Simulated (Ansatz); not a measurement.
Complex: H2O (SMILES O) (first 3 atoms) with GeH4 (SMILES [GeH4]); geometry from B3LYP-D3(BJ)/def2-TZVP, rigid monomers moved along the line of their centres of mass till O1···Ge4 is 2.95 Å.
(charge 0, multiplicity 1):
```xyz
8

O      0.26205    -0.12402     0.40074
H     -0.65296     0.03343     0.14499
H      0.70211     0.72734     0.30544
Ge    -0.12699    -0.05050     3.32145
H     -0.35691     0.03332     4.84301
H     -0.55670     1.28752     2.69822
H     -0.98008    -1.19004     2.75155
H      1.36113    -0.30076     3.05307
```

Interaction energies are E(AB) − E(A) − E(B) at the monomers' geometry in the complex; basis-set methods are counterpoise corrected.

Frozen-core correlation. Filled d and f shells under p-block atoms count as core. CBS(a, b) extrapolates the correlation energy as X⁻³ and adds the Hartree–Fock energy of set b.

Codes used: Ansatz (Gaussian orbitals). Values without a source in brackets are computed.

Q: What is the computed interaction energy (HF/aug-cc-pVTZ)?

A: 1.8 kcal/mol

Q: What interaction energy does CCSD(T)/CBS(aug-cc-pVDZ, aug-cc-pVTZ) give?

A: -0.6 kcal/mol

Q: Predict the interaction energy from CCSD/aug-cc-pVDZ.

A: 0.4 kcal/mol

Ansatz is an electronic-structure program.
